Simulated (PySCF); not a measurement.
In(Br)2(OMe) (CH3Br2InO), SMILES C[O][In]([Br])[Br].

Coordinates come from a PBE0-D3(BJ)/def2-SVP optimisation. The def2 effective core potentials stand for the cores of In; spin–orbit coupling is left out. The values are those of a single conformer.

Level of theory: PySCF with CAM-B3LYP/def2-TZVP.

Problem. Estimate the frontier levels, gap, dipole moment and polarisability. (Estimate from the structure and the level; the computed values follow.)

Solution. 
```yaml
highest_occupied_level: -9.53 eV
lowest_empty_level: -1.83 eV
orbital_gap: 7.69 eV
dipole_moment: 1.10 D
quadrupole, principal values (traceless, Buckingham form, about the centre of nuclear charge): -8.62, 2.49, 6.13 D·Å
mean_static_polarisability: 92.0 bohr³ (13.64 Å³)
polarisability_principal_values: 63.2, 97.0, 115.8 bohr³
```
